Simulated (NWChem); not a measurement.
Species: C₄H₅Si, doublet; SMILES C1[SiH2]C=[C]C=1

```xyz
10

C      0.8751     1.2222     0.0000
C      1.4375     0.0192     0.0000
Si    -0.0678    -1.1291     0.0000
C     -1.3055     0.2904     0.0000
C     -0.5816     1.4328     0.0000
H      2.4997    -0.1995     0.0000
H     -0.1626    -1.9961     1.2075
H     -0.1626    -1.9961    -1.2075
H     -2.3917     0.2862     0.0000
H     -0.9992     2.4374     0.0000
```
Atoms are numbered in this order, from 1.

Results from NWChem. Spin-unrestricted. In the optimisation the excess spin sits in a' (Cs, its own frame). Geometry: optimised at B3LYP/6-31G* (spherical d), spin-unrestricted. No stability test was run on the SCF state. Level: M05-2X/def2-SVP with SMD (1 M gas to 1 M solution), gas-phase geometry. Reactions with the solvent are ignored.

For solvent dimethyl sulfoxide:

| Property | Result |
|---|---|
| solvation free energy (kcal/mol) | -0.7 |
| cavity-dispersion-structure term (kcal/mol) | 1.9 |

**Question.** Estimate the same quantities for solvent diethyl ether.

**Answer.** 
| Item | Result |
|---|---|
| solvation free energy (kcal/mol) | -2.7 |
| cavity-dispersion-structure term (kcal/mol) | -0.7 |
